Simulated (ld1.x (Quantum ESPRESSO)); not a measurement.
What one change does to a pseudopotential (titanium (Ti), PAW)

titanium, PAW, made with ld1.x (Quantum ESPRESSO) 7.5 (PBE, scalar-relativistic). Core [Ar], reference 3d2.5 4s1.5 4p0. Waves: 4s (bound): rcut 2.25, rcutus 3.05 bohr; 4s channel at 1.9 Ry: rcut 2.25, rcutus 3.05 bohr; 4p (bound, empty): rcut 2.75, rcutus 3.65 bohr; 4p channel at 2.2 Ry: rcut 2.75, rcutus 3.65 bohr; 3d (bound): rcut 1.65, rcutus 1.85 bohr; 3d channel at 1.55 Ry: rcut 1.65, rcutus 1.85 bohr. Local part: all-electron potential smoothed inside 3.60 bohr (lloc = -1). Core correction: Bessel-smoothed model core inside 1.30 bohr. Augmentation charge: PSQ, inside the norm-conserving radii.

Change: waves 4p (bound): rcut 2.75, rcutus 5.50 bohr; 4p channel at 2.2 Ry: rcut 2.75, rcutus 5.50 bohr.

Cutoffs: the cutoffs (Ry, on a coarse ladder) from which the occupation-weighted sum of valence levels, in a spherical-Bessel basis at the reference potential, stays within 10 and 1 mRy of its value at 400 Ry; they do not see the model core or the augmentation charge, which bear on the density cutoff. Errors are all-electron minus pseudo energies relative to the spin-unpolarised reference configuration.

Problem. What does the change do?

Solution. The potential gets neither clearly harder nor softer (30 Ry and 40 Ry → 30 Ry and 35 Ry); the errors of the 7 common tests hardly move; neither file shows a bound ghost.

```tsv
quantity	base	changed
cutoff, loose	30 Ry	30 Ry
cutoff, tight	40 Ry	35 Ry
bound ghosts	none	none
error for 3d2 4s2 4p0, meV [ΔE -0.35 eV]	-28	-28
error for 3d2 4s1 4p0, meV [ΔE 6.99 eV]	-31	-31
error for 3d2 4s0 4p0, meV [ΔE 20.57 eV]	-67	-67
error for 3d1 4s0 4p0, meV [ΔE 47.51 eV]	-1039	-1039
error for 3d1 4s2 4p0, meV [ΔE 9.39 eV]	-477	-477
error for 3d1 4s2 4p1, meV [ΔE 4.32 eV]	-432	-434
error for 3d2 4s1.5 4p0, meV [ΔE 2.58 eV]	-27	-27
lowest overlap eigenvalue by channel	s 0.71, p 0.83, d 0.64	s 0.71, p 0.79, d 0.64
```
